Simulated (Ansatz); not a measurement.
Calculated with Ansatz (gas phase, PBE0-D4/def2-TZVP geometries, no zero-point term in ΔE). CCSD(T)/CBS is the MP2 limit (def2-TZVPP, def2-QZVPP) plus CCSD(T) − MP2 in def2-TZVPP, frozen cores. Functionals use def2-TZVPP. B3LYP here is the variant with VWN-RPA as its local correlation; programs differ in this. HSE06 is defined as in plane-wave codes. For Se outer-core shells are correlated without core-valence functions, which leaves a few kJ/mol of doubt a bond. Scalar relativity is left out up to krypton. Each species was taken in one conformer, which may not be the lowest.

Reaction (substitution at a C–N bond): `CN(C)[SiH2]O` + `[F][Al]([Cl])[SeH]` → `C[Se][Al]([F])[Cl]` + `CN[SiH2]O`

`CN(C)[SiH2]O`:

```xyz
14

C    -0.584   -1.443   -0.330
N    -0.257   -0.042   -0.229
C    -1.346    0.778    0.238
Si    1.354    0.512   -0.347
O     2.351    0.220    0.938
H    -0.843   -1.881    0.645
H    -1.440   -1.596   -1.000
H     0.260   -2.006   -0.734
H    -1.052    1.829    0.258
H    -1.675    0.497    1.250
H    -2.216    0.686   -0.425
H     1.250    1.978   -0.573
H     2.024   -0.221   -1.445
H     2.173    0.688    1.755
```

`[F][Al]([Cl])[SeH]`:

Z-matrix (Å, degrees):
```
Al
F 1 1.639
Se 1 2.288 2 120.1
Cl 1 2.075 2 119.3 3 180.0
H 3 1.471 1 90.0 2 0.0
```

`C[Se][Al]([F])[Cl]`:

Cartesian coordinates in Å:
```
C 0.245 -0.525 -1.328
Se -0.068 1.305 -0.678
Al -0.312 0.827 1.539
F -0.608 2.041 2.600
Cl -0.168 -1.121 2.265
H -0.620 -1.151 -1.129
H 1.135 -0.945 -0.866
H 0.396 -0.431 -2.402
```

`CN[SiH2]O`:

Z-matrix (Å, degrees):
```
C
N 1 1.446
H 1 1.097 2 113.4
H 1 1.093 2 109.4 3 -120.0
H 1 1.094 2 111.4 3 121.9
Si 2 1.705 1 125.5 3 97.3
H 2 1.008 1 113.7 3 -65.2
O 6 1.652 2 118.0 1 -83.0
H 6 1.489 2 105.4 1 38.4
H 6 1.479 2 107.7 1 160.6
H 8 0.958 6 117.8 2 73.7
```

```json
{"level": "LDA (SPW92)", "ΔE (kJ/mol)": "-4.9", "difference from CCSD(T)/CBS": "12.5"}
{"level": "PBE-D4", "ΔE (kJ/mol)": "-16.5", "difference from CCSD(T)/CBS": "0.9"}
{"level": "revPBE-D4", "ΔE (kJ/mol)": "-15.5", "difference from CCSD(T)/CBS": "1.9"}
{"level": "BLYP-D4", "ΔE (kJ/mol)": "-17.4", "difference from CCSD(T)/CBS": "0.0"}
{"level": "r2SCAN-D4", "ΔE (kJ/mol)": "-16.0", "difference from CCSD(T)/CBS": "1.4"}
{"level": "B97M-V", "ΔE (kJ/mol)": "-14.0", "difference from CCSD(T)/CBS": "3.4"}
{"level": "PBE0-D4", "ΔE (kJ/mol)": "-15.7", "difference from CCSD(T)/CBS": "1.7"}
{"level": "B3LYP-D4", "ΔE (kJ/mol)": "-16.5", "difference from CCSD(T)/CBS": "0.9"}
{"level": "r2SCANh-D4", "ΔE (kJ/mol)": "-15.8", "difference from CCSD(T)/CBS": "1.6"}
{"level": "r2SCAN0-D4", "ΔE (kJ/mol)": "-15.5", "difference from CCSD(T)/CBS": "1.9"}
{"level": "HSE06-D4", "ΔE (kJ/mol)": "-16.0", "difference from CCSD(T)/CBS": "1.4"}
{"level": "BHLYP-D4", "ΔE (kJ/mol)": "-15.9", "difference from CCSD(T)/CBS": "1.5"}
{"level": "CAM-B3LYP-D4", "ΔE (kJ/mol)": "-12.6", "difference from CCSD(T)/CBS": "4.8"}
{"level": "ωB97X-V", "ΔE (kJ/mol)": "-14.0", "difference from CCSD(T)/CBS": "3.4"}
{"level": "ωB97M-V", "ΔE (kJ/mol)": "-15.6", "difference from CCSD(T)/CBS": "1.8"}
{"level": "B2PLYP", "ΔE (kJ/mol)": "-17.7", "difference from CCSD(T)/CBS": "-0.3"}
{"level": "PBE", "ΔE (kJ/mol)": "-17.5", "difference from CCSD(T)/CBS": "-0.1"}
{"level": "revPBE", "ΔE (kJ/mol)": "-21.0", "difference from CCSD(T)/CBS": "-3.6"}
{"level": "BLYP", "ΔE (kJ/mol)": "-19.6", "difference from CCSD(T)/CBS": "-2.2"}
{"level": "r2SCAN", "ΔE (kJ/mol)": "-16.4", "difference from CCSD(T)/CBS": "1.0"}
{"level": "B3LYP", "ΔE (kJ/mol)": "-17.8", "difference from CCSD(T)/CBS": "-0.4"}
{"level": "r2SCANh", "ΔE (kJ/mol)": "-16.2", "difference from CCSD(T)/CBS": "1.2"}
{"level": "r2SCAN0", "ΔE (kJ/mol)": "-15.9", "difference from CCSD(T)/CBS": "1.5"}
{"level": "CAM-B3LYP", "ΔE (kJ/mol)": "-13.2", "difference from CCSD(T)/CBS": "4.2"}
{"level": "LC-ωPBE", "ΔE (kJ/mol)": "-14.2", "difference from CCSD(T)/CBS": "3.2"}
{"level": "RPA@PBE/def2-TZVPP", "ΔE (kJ/mol)": "-14.1", "difference from CCSD(T)/CBS": "3.3"}
{"level": "HF/def2-SVP", "ΔE (kJ/mol)": "-2.9", "difference from CCSD(T)/CBS": "14.5"}
{"level": "MP2/def2-SVP", "ΔE (kJ/mol)": "0.9", "difference from CCSD(T)/CBS": "18.3"}
{"level": "CCSD/def2-SVP", "ΔE (kJ/mol)": "4.4", "difference from CCSD(T)/CBS": "21.8"}
{"level": "CCSD(T)/def2-SVP", "ΔE (kJ/mol)": "4.7", "difference from CCSD(T)/CBS": "22.1"}
{"level": "HF/def2-TZVPP", "ΔE (kJ/mol)": "-16.3", "difference from CCSD(T)/CBS": "1.1"}
{"level": "MP2/def2-TZVPP", "ΔE (kJ/mol)": "-18.1", "difference from CCSD(T)/CBS": "-0.7"}
{"level": "CCSD/def2-TZVPP", "ΔE (kJ/mol)": "-15.0", "difference from CCSD(T)/CBS": "2.4"}
{"level": "CCSD(T)/def2-TZVPP", "ΔE (kJ/mol)": "-15.4", "difference from CCSD(T)/CBS": "2.0"}
{"level": "HF/def2-QZVPP", "ΔE (kJ/mol)": "-16.2", "difference from CCSD(T)/CBS": "1.2"}
{"level": "MP2/def2-QZVPP", "ΔE (kJ/mol)": "-19.3", "difference from CCSD(T)/CBS": "-1.9"}
{"level": "SCS-MP2/def2-QZVPP", "ΔE (kJ/mol)": "-19.0", "difference from CCSD(T)/CBS": "-1.6"}
{"level": "HF/CBS(def2)", "ΔE (kJ/mol)": "-16.2", "difference from CCSD(T)/CBS": "1.2"}
{"level": "MP2/CBS(def2)", "ΔE (kJ/mol)": "-20.2", "difference from CCSD(T)/CBS": "-2.8"}
{"level": "CCSD/CBS(def2)", "ΔE (kJ/mol)": "-17.1", "difference from CCSD(T)/CBS": "0.3"}
{"level": "CCSD(T)/CBS", "ΔE (kJ/mol)": "-17.4", "difference from CCSD(T)/CBS": "0"}
```

Largest T1 diagnostic among the species: 0.011.

At CCSD(T), def2-SVP lies +22.1 kJ/mol from the extrapolated value and def2-TZVPP +2.0 kJ/mol. From BLYP to BHLYP (50 % exact exchange), in def2-TZVPP and without D4, ΔE moves by +3.8 kJ/mol. Leaving LDA and LC-ωPBE aside and taking each functional with its dispersion term where it has one, the values spread over 5.2 kJ/mol, from B2PLYP to CAM-B3LYP-D4. LDA lies +12.6 kJ/mol from PBE without D4.
